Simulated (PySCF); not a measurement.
Telling isomers of C$_{7}$H$_{7}$ClO$_{3}$ apart by NMR

Relativity neglected, in vacuum, rapidly exchanging positions averaged, one conformer. GFN2-xTB structure; shieldings: GIAO PBE0/pcSseg-1; PySCF.

Shifts are taken against calculated references (same method and geometry level): 1H, 13C against TMS. Where no couplings were computed, multiplicities follow the n + 1 count of equivalent neighbours, and m marks all less simple cases (inequivalent or close neighbours, rings, F or P nearby). Shifts are as computed. Against solution values, carbons near 30 ppm lie about +3 ppm off and those near 130 ppm about +5 ppm; carbons on Cl a further +6 ppm (rms about the fit 2.1 ppm; single classes can miss by 10 ppm). Of 1328 compounds with measured shifts, 309 miss one by over three times the rms of a fit or turn the order of signals round; such compounds aren't used in these exercises. Signals without a measured value on file couldn't be tested in this way; 1H shifts scatter by 0.2 ppm about their fit, and single ones miss by 0.5 ppm. Carbons bonded to Cl come out too deshielded.

(1) Tabulate the signals of `CC(C)C1=C(Cl)C(=O)OC1=O`, `COC(=O)C1=CCC(Cl)=CO1` and their relative energies.

(2) What is the quickest way to tell CC(C)C1=C(Cl)C(=O)OC1=O from COC(=O)C1=CCC(Cl)=CO1?

Results:

(1) 
| SMILES | carbon types | δC | δH | E rel. (kcal/mol) |
| --- | --- | --- | --- | --- |
| CC(C)C1=C(Cl)C(=O)OC1=O | 4×C 1×CH 2×CH3 | 168.8, 165.8, 156.7, 147.1, 31.9, 21.9 | 2.97 (sept, 1H), 1.40 (d, 6H) | 0.0 |
| COC(=O)C1=CCC(Cl)=CO1 | 3×C 2×CH 1×CH2 1×CH3 | 168.5, 148.4, 146.1, 123.0, 118.6, 54.0, 34.1 | 6.72 (s, 1H), 6.38 (t, 1H), 3.99 (s, 3H), 3.28 (m, 2H) | 30.1 |

Energies are electronic energies at PBE0/pcSseg-1 on these geometries, without zero-point or thermal terms, each for the one conformer computed, which needn't be the lowest.

(2) Count the carbon signals: 6 against 7. The first has an allylic sp3 CH at 31.9 ppm, the second an alkene carbon bearing oxygen (CH) at 146.1 ppm. Their most deshielded carbons lie at 168.8 and 168.5 ppm. In the proton spectra the most deshielded non-exchanging signals are 2.97 (sept, 1H) and 6.72 (s, 1H).
